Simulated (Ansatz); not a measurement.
Total energies of Ge₂H₆Te (`[GeH3][Te][GeH3]`).

| atom | x (Å) | y (Å) | z (Å) |
| --- | --- | --- | --- |
| Ge1 | 1.640 | 0.506 | 0.654 |
| Te2 | 0.393 | -1.712 | 0.414 |
| Ge3 | -1.628 | -0.558 | -0.641 |
| H4 | 1.837 | 1.151 | -0.727 |
| H5 | 2.999 | 0.183 | 1.288 |
| H6 | 0.846 | 1.463 | 1.558 |
| H7 | -2.655 | -1.656 | -0.949 |
| H8 | -1.210 | 0.157 | -1.936 |
| H9 | -2.223 | 0.466 | 0.339 |

Total charge 0; spin multiplicity 1. Correlated methods include outer-core shells of Ge, Te, which these sets cover unevenly. Scalar relativity is left out up to krypton. Te: def2 effective core potential. The structure was optimised at the PBE0-D4/def2-TZVP level. Basis def2-TZVPP, the Gaussian-basis code of Ansatz.

RPA on PBE orbitals: Hartree–Fock energy of these orbitals -4421.19411 Eh, correlation -1.46502 Eh (frozen core).

```json
{"functional": "LDA (SPW92)", "kind": "LDA", "energy without D4 (Eh)": "-4418.90691", "D4 term (kJ/mol)": "–"}
{"functional": "PBE", "kind": "GGA", "energy without D4 (Eh)": "-4425.01662", "D4 term (kJ/mol)": "-22.8"}
{"functional": "revPBE", "kind": "GGA", "energy without D4 (Eh)": "-4425.39111", "D4 term (kJ/mol)": "-52.1"}
{"functional": "BLYP", "kind": "GGA", "energy without D4 (Eh)": "-4425.70881", "D4 term (kJ/mol)": "-47.3"}
{"functional": "r2SCAN", "kind": "meta-GGA", "energy without D4 (Eh)": "-4425.75540", "D4 term (kJ/mol)": "-5.1"}
{"functional": "B97M-V", "kind": "meta-GGA with VV10", "energy without D4 (Eh)": "-4424.88608", "D4 term (kJ/mol)": "–"}
{"functional": "PBE0", "kind": "global hybrid, 25 % exact exchange", "energy without D4 (Eh)": "-4425.15300", "D4 term (kJ/mol)": "-19.6"}
{"functional": "B3LYP", "kind": "global hybrid, 20 %", "energy without D4 (Eh)": "-4425.85865", "D4 term (kJ/mol)": "-37.4"}
{"functional": "r2SCANh", "kind": "meta-GGA hybrid, 10 %", "energy without D4 (Eh)": "-4425.72929", "D4 term (kJ/mol)": "-5.7"}
{"functional": "r2SCAN0", "kind": "meta-GGA hybrid, 25 %", "energy without D4 (Eh)": "-4425.69191", "D4 term (kJ/mol)": "-6.4"}
{"functional": "HSE06 (plane-wave form)", "kind": "screened hybrid", "energy without D4 (Eh)": "-4425.15151", "D4 term (kJ/mol)": "-18.8"}
{"functional": "BHLYP", "kind": "global hybrid, 50 %", "energy without D4 (Eh)": "-4425.56815", "D4 term (kJ/mol)": "-36.4"}
{"functional": "CAM-B3LYP", "kind": "range-separated hybrid", "energy without D4 (Eh)": "-4425.90101", "D4 term (kJ/mol)": "-20.7"}
{"functional": "LC-ωPBE", "kind": "long-range corrected hybrid", "energy without D4 (Eh)": "-4425.16294", "D4 term (kJ/mol)": "–"}
{"functional": "ωB97X-V", "kind": "range-separated hybrid GGA with VV10", "energy without D4 (Eh)": "-4425.27490", "D4 term (kJ/mol)": "–"}
{"functional": "ωB97M-V", "kind": "range-separated hybrid meta-GGA with VV10", "energy without D4 (Eh)": "-4425.38572", "D4 term (kJ/mol)": "–"}
{"functional": "B2PLYP", "kind": "double hybrid", "energy without D4 (Eh)": "-4424.74699", "D4 term (kJ/mol)": "–"}
{"functional": "PBE-QIDH", "kind": "double hybrid", "energy without D4 (Eh)": "-4424.33771", "D4 term (kJ/mol)": "–"}
```

B3LYP takes the VWN-RPA correlation (the form of Gaussian; ORCA's B3LYP/G). HSE06 is the plane-wave form, built on full-range PBE exchange. The double hybrids freeze the cores in their second-order part.

LC-ωPBE has ω = 0.4 bohr⁻¹.
